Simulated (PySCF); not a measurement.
H4Si2, SMILES [SiH3][SiH] (connectivity only; charge and spin as stated), neutral, multiplicity 1.

The structure is a stationary point at PBE0-D3(BJ)/def2-TZVP. The isomer is the one that the SMILES or the coordinates give; other isomers of the formula were not compared.

All values below come from PySCF 2.14.0 with TDDFT-ωB97X/def2-TZVPD.

Vertical excitations. Gas-phase values at a fixed geometry.

Problem. List the lowest excited states. (Estimate from the structure and the level; the computed values follow.)

Solution. 
| state | energy (eV) | λ (nm) | f | main pairs |
|---|---|---|---|---|
| S1 | 1.84 | 675 | 0.005 | HOMO→LUMO 100 % |
| S2 | 3.63 | 341 | 0.004 | HOMO−1→LUMO 97 % |
| S3 | 6.03 | 206 | 0.047 | HOMO→LUMO+2 41 %, HOMO→LUMO+1 38 %, HOMO→LUMO+3 10 %, HOMO→LUMO+5 7 % |
| S4 | 6.22 | 199 | 0.349 | HOMO→LUMO+2 48 %, HOMO→LUMO+1 29 % |
| S5 | 6.43 | 193 | 0.014 | HOMO−3→LUMO 47 %, HOMO−2→LUMO 47 % |
| S6 | 6.61 | 188 | 0.102 | HOMO−3→LUMO 43 %, HOMO−2→LUMO 38 %, HOMO→LUMO+3 9 % |
| S7 | 6.70 | 185 | 0.074 | HOMO→LUMO+3 47 %, HOMO→LUMO+4 25 %, HOMO→LUMO+1 12 % |
| S8 | 6.88 | 180 | 0.125 | HOMO→LUMO+4 64 %, HOMO→LUMO+3 17 % |
| S9 | 7.02 | 177 | 0.011 | HOMO→LUMO+5 69 %, HOMO→LUMO+7 11 % |
| S10 | 7.79 | 159 | 0.096 | HOMO−1→LUMO+1 56 %, HOMO−1→LUMO+2 14 %, HOMO→LUMO+8 9 % |
| T1 | 0.92 | 1355 | 0 | HOMO→LUMO 96 % |
| T2 | 2.96 | 419 | 0 | HOMO−1→LUMO 93 % |
| T3 | 4.91 | 253 | 0 | HOMO→LUMO+1 63 %, HOMO→LUMO+5 12 %, HOMO→LUMO+3 11 % |
| T4 | 5.88 | 211 | 0 | HOMO→LUMO+2 80 % |
Triplets are in the Tamm–Dancoff approximation, which puts them higher than full response would, so one can lie above its singlet here.
